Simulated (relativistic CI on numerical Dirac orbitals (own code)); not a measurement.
**Electric-dipole transitions in V XXIII**

Method of calculation: Dirac equation for one electron, model QED (radiative potential, 1s self-energy scaled to tabulated hydrogen-like ionisation energies) (own radial code, finite nucleus).

Configuration list: 1s, 2s, 2p, 3s, 3p, 3d, 4s, 4p, 4d, 4f, 5s, 5p, 5d, 5f, 5g, 6s, 6p, 6d. Levels of other configurations are missing.

```tsv
λ vac (nm)	Lower	Upper	A (s⁻¹)	log gf	S velocity/length
0.22776	1s ²S1/2 [1]	2p ²P°3/2 [4]	1.74e+14	-0.27	1.00
0.22830	1s ²S1/2 [1]	2p ²P°1/2 [2]	1.76e+14	-0.56	1.00
0.90858	2p ²P°1/2 [2]	4d ²D3/2 [12]	4.90e+12	-0.61	1.00
0.91691	2p ²P°3/2 [4]	4d ²D5/2 [15]	5.77e+12	-0.36	1.00
1.2229	2p ²P°1/2 [2]	3d ²D3/2 [7]	1.53e+13	0.14	1.00
1.2234	2s ²S1/2 [3]	3p ²P°3/2 [8]	6.24e+12	-0.25	1.00
1.2280	2s ²S1/2 [3]	3p ²P°1/2 [5]	6.41e+12	-0.54	1.00
1.2372	2p ²P°3/2 [4]	3d ²D5/2 [9]	1.81e+13	0.40	1.00
1.2387	2p ²P°3/2 [4]	3d ²D3/2 [7]	3.01e+12	-0.56	1.00
2.3984	3p ²P°1/2 [5]	5d ²D3/2 [19]	7.98e+11	-0.56	1.00
2.4150	3d ²D3/2 [7]	5f ²F°5/2 [21]	1.19e+12	-0.20	1.00
2.4150	3p ²P°3/2 [8]	5d ²D5/2 [22]	9.51e+11	-0.30	1.00
2.4203	3d ²D5/2 [9]	5f ²F°7/2 [24]	1.27e+12	-0.05	1.00
3.4966	3p ²P°1/2 [5]	4d ²D3/2 [12]	1.64e+12	0.08	1.00
3.4976	3s ²S1/2 [6]	4p ²P°3/2 [13]	8.46e+11	-0.21	1.00
3.5137	3s ²S1/2 [6]	4p ²P°1/2 [10]	8.73e+11	-0.49	1.00
3.5294	3d ²D3/2 [7]	4f ²F°5/2 [14]	3.62e+12	0.61	1.00
3.5294	3p ²P°3/2 [8]	4d ²D5/2 [15]	1.97e+12	0.34	1.00
3.5394	3d ²D5/2 [9]	4f ²F°7/2 [16]	3.86e+12	0.76	1.00
4.9455	4p ²P°3/2 [13]	6d ²D5/2 [30]	2.41e+11	-0.27	1.00
7.5611	4p ²P°1/2 [10]	5d ²D3/2 [19]	3.44e+11	0.07	1.00
7.5632	4s ²S1/2 [11]	5p ²P°3/2 [20]	2.02e+11	-0.16	1.00
7.6234	4d ²D3/2 [12]	5f ²F°5/2 [21]	6.76e+11	0.55	1.00
7.6235	4p ²P°3/2 [13]	5d ²D5/2 [22]	4.15e+11	0.34	1.00
7.6420	4f ²F°5/2 [14]	5g ²G7/2 [23]	1.15e+12	0.91	1.00
7.6420	4d ²D5/2 [15]	5f ²F°7/2 [24]	7.24e+11	0.70	1.00
7.6507	4f ²F°7/2 [16]	5g ²G9/2 [25]	1.19e+12	1.02	1.00
13.929	5p ²P°1/2 [17]	6d ²D3/2 [28]	1.03e+11	0.08	1.00
13.933	5s ²S1/2 [18]	6p ²P°3/2 [29]	6.65e+10	-0.11	1.00
14.035	5p ²P°3/2 [20]	6d ²D5/2 [30]	1.25e+11	0.35	1.00
```

Terms are leading LS components. Brackets give the number of a level in order of energy, since labels repeat. The list gives strong lines, with weight on those to low levels. Levels whose partners in the same complex of configurations lie outside the list can be far off, and so can their lines. Rates are taken at the computed energies, electric ones in the length gauge. A velocity-to-length ratio far from 1 marks an uncertain rate.
